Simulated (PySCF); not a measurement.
## Effect of structural changes

Method: TDA CAM-B3LYP/def2-TZVPD excited states, vertical, gas phase in PySCF 2.14.0. Geometry: PBE0-D3(BJ)/def2-SVP.

Each molecule in one low-energy conformer.

Scalar relativity is left out, which matters for the atoms heavier than Zn.

Problem. Order by vertical S1–T1 gap, lowest first.
A. C=C(F)/C(F)=C\C
B. C=C(F)/C(F)=C\Br
C. C=C(F)/C(F)=C/[SiH3]

Solution. B (2.54 eV), C (2.67 eV), A (2.81 eV).

All values:
```
            molecule              change  S1 (eV)    S1 from  f(S1)  T1 (eV)    T1 from  S1 − T1 (eV)  S0–T1 spin-orbit coupling (cm⁻¹)  S1–T1 spin-orbit coupling (cm⁻¹)
C=C(F)/C(F)=C/[SiH3]  H replaced by SiH3     5.82  HOMO→LUMO  1.036     3.15  HOMO→LUMO          2.67                              0.30                              0.39
    C=C(F)/C(F)=C\Br    H replaced by Br     5.54  HOMO→LUMO  0.760     3.00  HOMO→LUMO          2.54                              2.29                             33.04
     C=C(F)/C(F)=C\C   H replaced by CH3     5.98  HOMO→LUMO  0.962     3.17  HOMO→LUMO          2.81                              0.05                              0.01
```
